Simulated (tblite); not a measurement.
Species: C₆H₇FO.
SMILES with atom numbers: `[CH2:1]=[CH:2][C@@H:3]1[CH2:4][C:5]([F:6])=[CH:7][O:8]1` (hydrogens: H9, H10 on C1; H11 on C2; H12 on C3; H13, H14 on C4; H15 on C7)

Computed with GFN2-xTB (tblite), gas phase: L-BFGS steps from a force-field or distance-geometry start until the largest atomic force falls under 0.01 eV/Å.

Geometry at step 0:
```
atom  x, y, z in Å
C1      2.5751   -0.2632   -0.2104
C2      1.3680   -0.6505   -0.6964
C3      0.1969   -0.2027    0.1054
C4     -1.1208   -0.6933   -0.4531
C5     -1.9790    0.5171   -0.2511
F6     -3.3401    0.5347   -0.3299
C7     -1.1966    1.5679   -0.0225
O8      0.1436    1.2115   -0.0117
H9      2.5736    0.3424    0.6936
H10     3.4716   -0.5559   -0.7278
H11     1.2846   -1.2624   -1.5821
H12     0.2654   -0.5605    1.1427
H13    -1.5581   -1.5196    0.1651
H14    -1.0893   -1.0228   -1.4997
H15    -1.5994    2.5654    0.1503
```

Question: Give the atomic forces at this geometry.

Answer: 
```
atom  Fx (eV/Å)  Fy (eV/Å)  Fz (eV/Å)
  C1     -1.752     -0.684     -0.829
  C2      2.610      0.398      1.265
  C3     -0.471     -0.592     -1.146
  C4     -1.760     -1.457      0.595
  C5     -0.192      0.410     -0.250
  F6      0.860     -0.150     -0.008
  C7     -0.383     -0.039     -0.009
  O8     -0.865      1.232      0.838
  H9      0.400     -0.267     -0.440
 H10      0.139      0.267      0.238
 H11     -0.219      0.163      0.113
 H12      0.259      0.520      0.140
 H13      0.467      0.287     -0.593
 H14      0.011      0.129      0.146
 H15      0.896     -0.219     -0.060
```

The largest, 2.93 eV/Å, acts on C2; the rms over all components is 0.774 eV/Å. The forces sum to zero within rounding, as they must for an isolated molecule in no field.

Question: Give the force on C2 in Eh/bohr and in nN.

Answer: 2.928 eV/Å ÷ 51.422 = 0.05693 Eh/bohr, and 2.928 eV/Å × 1.602 = 4.69 nN.

Question: How far is this geometry from the end of the optimisation?

Answer: 0.505 eV above it, and 0.701 Å rms away after alignment. The bonds farthest from their final lengths, with half the difference of the two atoms' forces along the bond (positive lengthens):

| bond | now (Å) | final (Å) | force along bond (eV/Å) |
| --- | --- | --- | --- |
| C1=C2 | 1.358 | 1.319 | -2.47 |
| C3–C4 | 1.513 | 1.548 | +0.38 |
| C4–H13 | 1.121 | 1.092 | -1.40 |
| C7–O8 | 1.387 | 1.359 | -0.39 |
| C3–O8 | 1.420 | 1.443 | +0.83 |
| C5–F6 | 1.363 | 1.343 | -0.54 |

The angle farthest from its final value is O8–C7–H15, 126.3° against 116.2°.

Of the 6 listed bonds off by 0.010 Å or more, this force points towards the final length in 6.

The cost below is that of the whole relaxation. On an Arm Neoverse N1 with one thread, no GPU, on a shared host, this took 0.97 s wall.
